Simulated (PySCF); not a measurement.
C6H9NO.
Bonds: N1–C2 (triple), C2–C3, C3–C4, C4–C5, C5–O6, O6–C7, C7–C8, C3–C8. Hydrogens: H9 on C3; H10, H11 on C4; H12, H13 on C5; H14, H15 on C7; H16, H17 on C8.

The geometry is computed with GFN2-xTB (gas phase).

**Question.** List the bond lengths, angles and torsions at this level.

**Answer.** 
```tsv
bond	length (Å)
N1≡C2	1.143
C2–C3	1.445
C3–C4, C3–C8	1.537
C4–C5, C7–C8	1.531
C5–O6, O6–C7	1.408
C3–H9	1.097
C4–H10, C8–H17	1.091
C4–H11, C8–H16	1.092
C5–H12, C7–H15	1.102
C5–H13, C7–H14	1.092
```

Bonds in one row agree within 0.01 Å and their mean is given. A selection of angles:
```tsv
angle	degrees
N1–C2–C3	179.9
C2–C3–C4	110.1
C2–C3–H9	107.4
C4–C3–C8	109.2
C4–C3–H9	110.0
C3–C4–C5	109.6
C3–C4–H10	110.7
C3–C4–H11	108.8
C5–C4–H10	109.7
C5–C4–H11	109.3
H10–C4–H11	108.8
C4–C5–O6	111.8
C4–C5–H12	109.4
C4–C5–H13	110.7
O6–C5–H12	110.0
O6–C5–H13	105.9
H12–C5–H13	109.0
C5–O6–C7	111.6
```

Dihedral angles: C2–C3–C4–C5 -68° (synclinal); C3–C4–C5–O6 -57° (synclinal); C4–C5–O6–C7 61° (synclinal); C5–O6–C7–C8 -61° (synclinal); O6–C7–C8–C3 57° (synclinal); C2–C3–C8–C7 68° (synclinal).

O6 (cyclic ether oxygen) is bent (angle 111.6°). Of the pairs four or more bonds apart, C2···H12 is among the closest relative to their van der Waals radii: 2.69 Å, 93 % of the sum of Bondi's values. The C–C distances run from 1.445 Å (C2–C3, drawn single) to 1.537 Å (C3–C4, drawn single), a spread of 0.092 Å. The 6-membered ring C3–C4–C5–O6–C7–C8 has internal angles of 109.2° to 111.8° (sum 664°, against 720° for a flat polygon); it is puckered, 0.23 Å rms from its mean plane, widest ring torsion 61°.

Point group: Cs (every atom within 0.08 Å of its image). No GFN2-xTB frequencies stand behind this structure, so it isn't proved a minimum. The numbers are those of one conformer.
